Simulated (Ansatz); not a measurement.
Reaction (redistribution): `[GeH3][SbH2]` + `[SiH3]OCS[SiH3]` → `[SiH3][O][SbH2]` + `[SiH3]S[CH2][GeH3]`

Computed with Ansatz on PBE0-D4/def2-TZVP structures; ΔE is electronic, products minus reactants. CCSD(T)/CBS adds triple-zeta CCSD(T) − MP2 to the extrapolated MP2 energy (def2 sets, frozen cores). def2 core potentials past Kr. For Ge, Sb outer-core shells are correlated without core-valence functions, which leaves a few kJ/mol of doubt a bond. Scalar relativity is left out up to krypton. One conformer a species, not always the lowest.

`[GeH3][SbH2]`:

Z-matrix (Å, degrees):
```
Ge
Sb 1 2.620
H 1 1.538 2 108.9
H 1 1.536 2 112.5 3 121.0
H 1 1.538 2 108.9 3 -118.1
H 2 1.709 1 91.1 3 -75.1
H 2 1.709 1 91.1 3 -166.4
```

`[SiH3]OCS[SiH3]`:

Z-matrix (Å, degrees):
```
Si
O 1 1.651
H 1 1.489 2 110.0
H 1 1.479 2 106.0 3 120.1
H 1 1.488 2 110.8 3 -119.9
C 2 1.398 1 122.8 3 55.0
S 6 1.813 2 111.4 1 -166.8
H 6 1.096 2 111.1 1 -45.5
H 6 1.095 2 111.3 1 76.0
Si 7 2.135 6 98.0 2 58.8
H 10 1.488 7 108.9 6 44.5
H 10 1.483 7 113.1 6 -76.9
H 10 1.484 7 105.8 6 163.4
```

`[SiH3][O][SbH2]`:

Z-matrix (Å, degrees):
```
Si
O 1 1.633
H 1 1.493 2 110.9
H 1 1.488 2 110.7 3 120.0
H 1 1.486 2 109.1 3 -120.1
Sb 2 1.964 1 132.6 3 -18.8
H 6 1.714 2 93.4 1 150.3
H 6 1.716 2 94.6 1 -119.0
```

`[SiH3]S[CH2][GeH3]`:

Z-matrix (Å, degrees):
```
Si
S 1 2.127
H 1 1.484 2 106.9
H 1 1.488 2 110.7 3 120.1
H 1 1.488 2 110.7 3 -120.1
C 2 1.816 1 99.0 3 180.0
Ge 6 1.967 2 109.8 1 179.7
H 6 1.092 2 110.4 1 -60.3
H 6 1.092 2 110.4 1 59.9
H 7 1.535 6 109.4 2 60.0
H 7 1.535 6 109.4 2 -60.4
H 7 1.538 6 108.6 2 179.8
```

```json
{"species": "`[GeH3][SbH2]`", "CCSD(T)/CBS(def2) energy (Eh)": "-2319.11871"}
{"species": "`[SiH3]OCS[SiH3]`", "CCSD(T)/CBS(def2) energy (Eh)": "-1094.00385"}
{"species": "`[SiH3][O][SbH2]`", "CCSD(T)/CBS(def2) energy (Eh)": "-607.29789"}
{"species": "`[SiH3]S[CH2][GeH3]`", "CCSD(T)/CBS(def2) energy (Eh)": "-2805.83640"}
```

(1) Work out ΔE.

Largest T1 diagnostic among the species: 0.014.

Answers

(1) ΔE = (-607.29789) + (-2805.83640) − (-2319.11871) − (-1094.00385) = -0.01173 Eh = -0.32 eV.

Leaving LDA and LC-ωPBE aside and taking each functional with its dispersion term where it has one, the values, not all of them listed here, spread over 0.27 eV, from B97M-V to HSE06-D4. LDA lies +0.13 eV from PBE without D4. From r2SCAN to r2SCAN0 (25 % exact exchange), in def2-TZVPP and without D4, ΔE moves by +0.04 eV.
